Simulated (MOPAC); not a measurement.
Input file for MOPAC: PM6 on HI, a point of a bond scan (R = 1.615 Å).

```
PM6 1SCF PRECISE CHARGE=0 THREADS=1
HI

I     -0.00000000 1    -0.00000000 1    -0.02991592 1
H      0.00000000 1     0.00000000 1     1.58554368 1
```

The log:

```
*******************************************************************************
 **                                                                           **
 **                              MOPAC v23.2.5                                **
 **                                                                           **
 *******************************************************************************
 ** MOPAC's Digital Object Identifier: https://doi.org/10.5281/zenodo.6511958 **
 **                                                                           **
 ** Please cite the open-source release paper for use of this MOPAC version:  **
 ** J. E. Moussa and J. J. P. Stewart (2026)                                  **
 ** MOPAC: An open-source semiempirical molecular orbital program             **
 ** J. Open Source Softw., 11(119), 8025, https://doi.org/10.21105/joss.08025 **
 *******************************************************************************

                              PM6 CALCULATION RESULTS

 *******************************************************************************
 *  PM6        - The PM6 Hamiltonian to be used
 *
 *
 *
 *                 CHARGE ON SYSTEM = 0
 *
 *
 *
 *  PRECISE    - TIGHTER CRITERIA TO BE USED
 *  1SCF       - DO 1 SCF AND THEN STOP
 *  THREADS=1  - MULTI-THREADING NOT USED
 *  T=         - A TIME OF 172800.0 SECONDS REQUESTED
 *  DUMP=N     - RESTART FILE WRITTEN EVERY 7200.0 SECONDS REQUESTED
 *******************************************************************************
PM6 1SCF PRECISE CHARGE=0 THREADS=1
 HI

   ATOM   CHEMICAL          X               Y               Z
  NUMBER   SYMBOL      (ANGSTROMS)     (ANGSTROMS)     (ANGSTROMS)

     1       I         -0.00000000  *  -0.00000000  *  -0.02991592  *
     2       H          0.00000000  *   0.00000000  *   1.58554368  *



          CARTESIAN COORDINATES

    NO.       ATOM           X           Y           Z

     1         I         -0.0000     -0.0000     -0.0299
     2         H          0.0000      0.0000      1.5855

 General Reference for PM6:
 "Optimization of Parameters for Semiempirical Methods V: Modification of NDDO Approximations
 and Application to 70 Elements", J. J. P. Stewart, J. Mol. Mod., 13, 1173-1213 (2007)
 URL: https://link.springer.com/article/10.1007/s00894-007-0233-4

           Empirical Formula: H I  =     2 atoms



      MOLECULAR POINT GROUP   :   C*v


      RHF CALCULATION, NO. OF DOUBLY OCCUPIED LEVELS = 4


 -------------------------------------------------------------------------------
 PM6 1SCF PRECISE CHARGE=0 THREADS=1
 HI



     1SCF WAS SPECIFIED, SO BFGS WAS NOT USED
     SCF FIELD WAS ACHIEVED


                              PM6 CALCULATION
                                                       MOPAC v23.2.5 Linux




          FINAL HEAT OF FORMATION =          2.18210 KCAL/MOL =       9.12989 KJ/MOL


          COSMO AREA              =         69.32 SQUARE ANGSTROMS
          COSMO VOLUME            =         53.74 CUBIC ANGSTROMS

          IONIZATION POTENTIAL    =         10.198203 EV
          HOMO LUMO ENERGIES (EV) =        -10.198  0.605
          NO. OF FILLED LEVELS    =          4
          MOLECULAR WEIGHT        =        127.9124         POINT GROUP:  C*v

          MOLECULAR DIMENSIONS (Angstroms)

            Atom       Atom       Distance
            H     2    I     1     1.61546
            H     2    I     1     0.00000
            I     1    H     2     0.00000


          SCF CALCULATIONS        =          1





   ATOM   CHEMICAL          X               Y               Z
  NUMBER   SYMBOL      (ANGSTROMS)     (ANGSTROMS)     (ANGSTROMS)

     1       I         -0.00000000  *  -0.00000000  *  -0.02991592  *
     2       H          0.00000000  *   0.00000000  *   1.58554368  *

                             CARTESIAN COORDINATES

   1    I       -0.000000000    -0.000000000    -0.029915920
   2    H        0.000000000     0.000000000     1.585543680


           Empirical Formula: H I  =     2 atoms



      MOLECULAR POINT GROUP   :   C*v


                  EIGENVALUES
 -20.86725 -13.65332 -10.19820 -10.19820   0.60499 110.73246 110.77544 110.77544
 111.52413 111.52413


              NET ATOMIC CHARGES AND DIPOLE CONTRIBUTIONS

  ATOM NO.   TYPE          CHARGE      No. of ELECS.   s-Pop       p-Pop       d-Pop
    1          I          -0.167055        7.1671     1.96388     5.20059     0.00258
    2          H           0.167055        0.8329     0.83295
 DIPOLE           X         Y         Z       TOTAL
 POINT-CHG.     0.000     0.000     1.296     1.296
 HYBRID         0.000    -0.000    -0.274     0.274
 SUM            0.000    -0.000     1.022     1.022


          ATOMIC ORBITAL ELECTRON POPULATIONS

     Atom    s        px        py        pz      x^2-y^2     xz        z^2       yz        xy
    1  I   1.96388   1.99989   1.99989   1.20080   0.00000   0.00011   0.00237   0.00011   0.00000
    2  H   0.83295

 **********************
 *                    *
 * JOB ENDED NORMALLY *
 *                    *
 **********************




 == MOPAC DONE ==
```

The run finished.

Cost: roughly 0.020 core-seconds.
